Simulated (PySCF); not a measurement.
## Trend along the third period: MI molecules

CCSD(T) with triple-zeta basis sets in PySCF, for the lowest determinant that a PBE0 search found; no spin–orbit coupling. De refers to high-spin ground-configuration atoms.

| M | basis | reference, frozen orbitals | state (unpaired electrons) | Re (Å) | ωe (cm⁻¹) | De (eV) |
| --- | --- | --- | --- | --- | --- | --- |
| Na | def2-TZVPP | RHF, 5 | singlet (closed shell) | 2.726 | 253 | 3.22 |
| Mg | x2c-TZVPPall | UHF, 19 | doublet (σ ↑) | 2.590 | 317 | 2.09 |
| Al | def2-TZVPP | RHF, 9 | singlet (closed shell) | 2.545 | 320 | 3.87 |
| Si | def2-TZVPP | UHF, 9 | doublet (π ↑) | 2.448 | 361 | 3.10 |
| P | def2-TZVPP | UHF, 9 | triplet (π ↑↑) | 2.391 | 365 | 2.18 |
| S | x2c-TZVPPall | UHF, 23 | doublet (π ↑) | 2.327 | 395 | 2.13 |
| Cl | def2-TZVPP | RHF, 9 | singlet (closed shell) | 2.331 | 385 | 2.17 |

The shortest bond is that of SI (2.327 Å), the longest that of NaI (2.726 Å).

The rows differ in basis set, which adds steps of its own.

The state changes along the series, so neighbouring rows are not always alike in their bonding.

Correlated steps freeze the inner cores (5 to 23 orbitals); shallow outer-core shells are correlated. Spin–orbit coupling is left out, which matters for elements this heavy, above all for dissociation energies. Where the molecule has an RHF reference, its open-shell atoms are computed with UHF. States were picked by a PBE0 search and need not be the measured ground states.
